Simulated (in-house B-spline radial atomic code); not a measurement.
## RPA and G0W0 on BLYP: Rh⁴⁺

Configuration [Kr] 4d5, highest spin, mean-field start BLYP. Computed with a B-spline radial code for spherical atoms: all electrons, scalar-relativistic (spin-free one-electron X2C), finite nucleus, each spin shell either full or empty, empty states to l = 9 with an (l + 1/2)⁻⁴ tail; G0W0 by contour deformation at full frequency.

Command:
```bash
python run_gw.py task.json out
```
Settings (radii: box in bohr, nucleus in fm):
```
Z                        45
electrons                41
configuration            [Kr] 4d5
hamiltonian              x2c
method                   b88,lyp
lmax                     9
rms_radius               4.4945
spin_polarised           True
box_radius               11.96
intervals                68
```

Time taken, with all properties: 4.5 s on 1 thread of Arm Neoverse V2, on a shared host.

Energies (hartree):

```csv
term,value
mean-field total,-4780.08615
Hartree-Fock functional on these orbitals,-4777.74253
direct second order,-3.5203
second-order exchange,1.0155
SOSEX correction,0.9503
```

(1) What is the RPA correlation energy, and what remains with SOSEX?

Quasi-particle levels (eV):

| level | occupied | mean field | Σx - vxc | Σc | QP weight | G0W0 |
| --- | --- | --- | --- | --- | --- | --- |
| 4d up | yes | -55.98 | -8.58 | ? | ? | ? |
| 4p down | yes | -99.38 | -9.54 | 0.35 | 0.924 | -108.57 |
| 4d down | no | -51.93 | 10.66 | -3.99 | 0.946 | -45.27 |

G0W0 = mean field + (Σx - vxc) + Σc, with Σc (partial-wave tail included) taken at the quasi-particle energy. Only the outer levels were computed. Levels of low weight are left out.

(2) Where does G0W0 put 4d up?

## Answers

(1) RPA gives -3.1295 hartree (-2.08 eV per electron); RPA + SOSEX gives -2.1792, and the second-order doubles -2.5048 hartree (no singles). SOSEX takes back 30 % of the RPA value.

(2) At -64.52 eV, with Σc = 0.04 eV and a quasi-particle weight of 0.943. The tabulated removal energy is 63 ± 1.9 eV (NIST, tabulated theory); the calculation leaves out spin-orbit coupling, Breit and QED terms, and what these don't explain is the method's own error.
